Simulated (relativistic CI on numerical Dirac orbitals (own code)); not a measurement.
# Energy levels of Te²⁸⁺

These numbers are calculated, not measured: Dirac-Coulomb-Breit CI, orbitals from a KLI potential per configuration, QED by a radiative potential, unscaled Slater integrals (own radial code, finite nucleus).

Configuration list (outside the closed core [Ne]): 3s2.3p6.3d6, 3s2.3p5.3d7, 3s2.3p4.3d8, 3s.3p6.3d7, 3p6.3d8, 3s.3p5.3d8, 3s2.3p6.3d5.4s, 3s2.3p6.3d5.4p, 3s2.3p6.3d5.4d, 3s2.3p4.3d7.4s, 3s2.3p6.3d5.4f, 3s2.3p5.3d6.4s, 3s2.3p6.3d4.4s2, 3s.3p6.3d6.4s, 3s2.3p6.3d5.5s, 3p6.3d7.4s. Levels of other configurations are missing.

The lowest level is 3s2.3p6.3d6 5D_4, with 68 % of that term; Hund's rules for 3s2.3p6.3d6 give 5D with J = 4, in agreement.

| No. | Configuration | Term | J | E (eV) | % | Next component (%) | Lifetime (s) |
| --- | --- | --- | --- | --- | --- | --- | --- |
| 1 | 3s2.3p6.3d6 | 5D | 4 | 0.000 | 68 | 25 3F |  |
| 2 | 3s2.3p6.3d6 | 3P | 2 | 4.361 | 41 | 38 5D | 2.47e+02 |
| 3 | 3s2.3p6.3d6 | 5D | 3 | 7.949 | 86 | 9 3F | 1.25e-04 |
| 4 | 3s2.3p6.3d6 | 5D | 0 | 9.324 | 56 | 29 3P | 4.41e+01 |
| 5 | 3s2.3p6.3d6 | 5D | 1 | 10.372 | 72 | 22 3P | 1.77e-04 |
| 6 | 3s2.3p6.3d6 | 3H | 4 | 12.878 | 24 | 24 1G | 6.88e-05 |
| 7 | 3s2.3p6.3d6 | 3G | 5 | 16.929 | 54 | 46 3H | 4.08e-04 |
| 8 | 3s2.3p6.3d6 | 3H | 6 | 16.992 | 79 | 20 1I | 9.80e+01 |
| 9 | 3s2.3p6.3d6 | 5D | 2 | 19.353 | 38 | 30 3F | 4.66e-05 |
| 10 | 3s2.3p6.3d6 | 3F | 3 | 20.004 | 45 | 32 3G | 6.99e-05 |
| 11 | 3s2.3p6.3d6 | 3F | 2 | 20.795 | 37 | 36 3P | 3.83e-05 |
| 12 | 3s2.3p6.3d6 | 1S | 0 | 24.813 | 54 | 36 5D | 2.14e-05 |
| 13 | 3s2.3p6.3d6 | 3H | 4 | 25.370 | 45 | 21 3G | 5.86e-05 |
| 14 | 3s2.3p6.3d6 | 3D | 1 | 26.531 | 67 | 23 3P | 6.15e-05 |
| 15 | 3s2.3p6.3d6 | 3D | 2 | 26.601 | 59 | 22 3P | 1.18e-04 |
| 16 | 3s2.3p6.3d6 | 3G | 4 | 26.924 | 39 | 31 3F | 5.24e-05 |
| 17 | 3s2.3p6.3d6 | 3H | 5 | 28.546 | 54 | 46 3G | 6.81e-05 |
| 18 | 3s2.3p6.3d6 | 3D | 3 | 29.387 | 64 | 25 3F | 3.62e-05 |
| 19 | 3s2.3p6.3d6 | 3P | 0 | 29.773 | 95 | 4 1S | 2.32e-04 |
| 20 | 3s2.3p6.3d6 | 1F | 3 | 30.784 | 36 | 32 3F | 7.59e-05 |
| 21 | 3s2.3p6.3d6 | 1I | 6 | 31.562 | 79 | 20 3H | 8.47e-05 |
| 22 | 3s2.3p6.3d6 | 3F | 3 | 32.359 | 37 | 30 1F | 6.39e-05 |
| 23 | 3s2.3p6.3d6 | 3P | 1 | 35.065 | 71 | 22 3D | 2.84e-05 |
| 24 | 3s2.3p6.3d6 | 1D | 2 | 36.819 | 48 | 26 3P | 3.70e-05 |
| 25 | 3s2.3p6.3d6 | 1G | 4 | 36.951 | 63 | 24 3F | 4.87e-05 |
| 26 | 3s2.3p6.3d6 | 3P | 1 | 39.682 | 83 | 12 5D | 1.38e-05 |
| 27 | 3s2.3p6.3d6 | 3F | 4 | 43.266 | 72 | 13 3G | 2.48e-05 |
| 28 | 3s2.3p6.3d6 | 3F | 2 | 43.317 | 85 | 8 3D | 2.74e-05 |
| 29 | 3s2.3p6.3d6 | 1G | 4 | 49.925 | 74 | 17 3F | 2.04e-05 |
| 30 | 3s2.3p6.3d6 | 3P | 2 | 50.628 | 65 | 17 1D | 1.91e-05 |
| 31 | 3s2.3p6.3d6 | 3F | 3 | 51.268 | 51 | 28 1F | 2.06e-05 |
| 32 | 3s2.3p6.3d6 | 3P | 0 | 51.646 | 57 | 35 1S | 1.07e-05 |
| 33 | 3s2.3p6.3d6 | 1D | 2 | 58.960 | 94 | 2 3D | 2.80e-05 |
| 34 | 3s2.3p6.3d6 | 1S | 0 | 73.358 | 91 | 8 3P | 1.02e-05 |
| 35 | 3s2.3p5.3d7 | 5G° | 6 | 203.980 | 88 | 11 3H° | 2.59e-10 |
| 36 | 3s2.3p5.3d7 | 3D° | 3 | 211.796 | 67 | 13 5D° | 2.48e-11 |
| 37 | 3s2.3p5.3d7 | 3P° | 0 | 211.913 | 54 | 40 1S° | 1.20e-10 |
| 38 | 3s2.3p5.3d7 | 5F° | 5 | 212.961 | 50 | 34 3G° | 7.82e-12 |
| 39 | 3s2.3p5.3d7 | 5G° | 5 | 216.948 | 74 | 20 3G° | 3.82e-11 |
| 40 | 3s2.3p5.3d7 | 3F° | 4 | 216.951 | 49 | 22 5G° | 8.30e-11 |
| 41 | 3s2.3p5.3d7 | 3P° | 2 | 218.698 | 36 | 31 1D° | 7.75e-11 |
| 42 | 3s2.3p5.3d7 | 5D° | 4 | 222.951 | 42 | 39 5F° | 1.11e-11 |
| 43 | 3s2.3p5.3d7 | 3H° | 6 | 223.815 | 74 | 14 3I° | 2.28e-11 |
| 44 | 3s2.3p5.3d7 | 3D° | 2 | 224.563 | 56 | 15 5F° | 7.29e-12 |
| 45 | 3s2.3p5.3d7 | 5G° | 3 | 225.415 | 27 | 25 3F° | 1.19e-11 |
| 46 | 3s2.3p5.3d7 | 3G° | 4 | 226.859 | 41 | 30 5D° | 6.75e-12 |
| 47 | 3s2.3p5.3d7 | 3P° | 1 | 227.835 | 63 | 19 5D° | 9.17e-12 |
| 48 | 3s2.3p5.3d7 | 5F° | 3 | 227.876 | 27 | 19 1F° | 5.85e-12 |
| 49 | 3s2.3p5.3d7 | 5D° | 2 | 228.403 | 24 | 24 3P° | 4.42e-12 |
| 50 | 3s2.3p5.3d7 | 3F° | 4 | 230.145 | 37 | 28 5D° | 3.99e-12 |
| 51 | 3s2.3p5.3d7 | 3F° | 2 | 231.044 | 28 | 20 5S° | 5.87e-12 |
| 52 | 3s2.3p5.3d7 | 3D° | 1 | 232.164 | 42 | 35 5F° | 4.44e-12 |
| 53 | 3s2.3p5.3d7 | 3H° | 5 | 232.891 | 61 | 16 5F° | 6.44e-12 |
| 54 | 3s2.3p5.3d7 | 3I° | 7 | 233.259 | 100 |  | 2.78e-11 |
| 55 | 3s2.3p5.3d7 | 5P° | 3 | 234.142 | 26 | 26 3G° | 3.86e-12 |
| 56 | 3s2.3p5.3d7 | 5P° | 3 | 235.465 | 34 | 21 5D° | 1.94e-12 |
| 57 | 3s2.3p5.3d7 | 1H° | 5 | 237.561 | 56 | 13 3G° | 8.05e-12 |
| 58 | 3s2.3p5.3d7 | 3F° | 4 | 238.165 | 54 | 16 1G° | 3.50e-12 |
| 59 | 3s2.3p5.3d7 | 1D° | 2 | 239.006 | 21 | 20 5F° | 4.27e-12 |
| 60 | 3s2.3p5.3d7 | 5D° | 3 | 239.086 | 25 | 24 3D° | 2.66e-12 |
| 61 | 3s2.3p5.3d7 | 5D° | 1 | 239.114 | 40 | 32 3P° | 1.73e-12 |
| 62 | 3s2.3p5.3d7 | 1G° | 4 | 239.320 | 51 | 20 3G° | 4.54e-12 |
| 63 | 3s2.3p5.3d7 | 5D° | 0 | 239.642 | 61 | 22 3P° | 2.43e-12 |
| 64 | 3s2.3p5.3d7 | 5D° | 2 | 241.333 | 35 | 20 5P° | 2.11e-12 |
| 65 | 3s2.3p5.3d7 | 3G° | 4 | 243.165 | 33 | 23 3F° | 3.76e-12 |
| 66 | 3s2.3p5.3d7 | 3D° | 3 | 243.236 | 39 | 32 5D° | 3.97e-12 |
| 67 | 3s2.3p5.3d7 | 5D° | 2 | 243.733 | 22 | 22 1D° | 4.26e-12 |
| 68 | 3s2.3p5.3d7 | 3H° | 6 | 244.104 | 78 | 11 1I° | 2.48e-12 |
| 69 | 3s2.3p5.3d7 | 3F° | 3 | 246.625 | 27 | 19 3D° | 3.23e-12 |
| 70 | 3s2.3p5.3d7 | 3S° | 1 | 246.946 | 21 | 19 3D° | 2.39e-12 |

Energies count from the lowest computed level; ° marks odd parity; lifetimes are radiative, by E1, M1, E2, M2 decay to levels of this space only.

The mean weight of the leading LS term, summed over parents, in these 70 levels is 53 %, and that of the leading jj configuration (from the same eigenvectors) 68 %, so jj coupling describes them better and the LS labels are nominal.

At this charge energies of transitions that change n are usually good to better than 1 %, and those within a shell (Δn = 0) to a few per cent. Terms inside the open d or f shell come out 10 to 20 % too wide with unscaled integrals.

LS names give the leading component of a level, which can be under half, so a name can repeat, a term be missing and a line seem to break the LS rules.
